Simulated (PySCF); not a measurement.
Method: PySCF with B3LYP-D3(BJ)/def2-TZVP. Isolated molecules, 0 K electronic values unless said otherwise. B3LYP has the VWN-RPA correlation part, as in Gaussian. 

Reference species (SMILES): `[SiH3]Cl` (neutral, multiplicity 1).

The dipole moment comes out as 1.32 D.

Changed species: `F[SiH2]Cl` (whole molecule; the reference has whole molecule).

Problem. Give the shifts of the dipole moment.

Solution. the dipole moment rises by 0.05 D, to 1.37 D.
